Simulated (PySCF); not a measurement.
Computed with PySCF with PBE-D3(BJ)/def2-TZVP // CAM-B3LYP-D3(BJ)/def2-TZVP. Gas-phase values, no solvent. One relaxed conformer stands for a flexible species; it need not be the lowest. Excitations are Tamm–Dancoff values on a coarser integration grid. The basis has no diffuse functions, so Rydberg states are missing or too high.

Reference species (SMILES): `BS` (H–B–S–H torsion 0°) (neutral, multiplicity 1).

S1 excitation (TDA): 5.83 eV
LUMO: -2.26 eV
S1–T1 gap (TDA): 1.42 eV

Changed species: `SBS` (H–S–B–S torsion 0°, S–B–S–H torsion 0°) (1 of 3 SH replaced by H; the reference has 2 of 3 SH replaced by H).

Question: What does the change do to the S1 excitation (TDA), LUMO and S1–T1 gap (TDA)?

Answer: the S1 excitation (TDA) drops by 0.26 eV, to 5.57 eV; the LUMO rises by 0.43 eV, to -1.83 eV; the S1–T1 gap (TDA) decreases by 0.15 eV, to 1.27 eV.
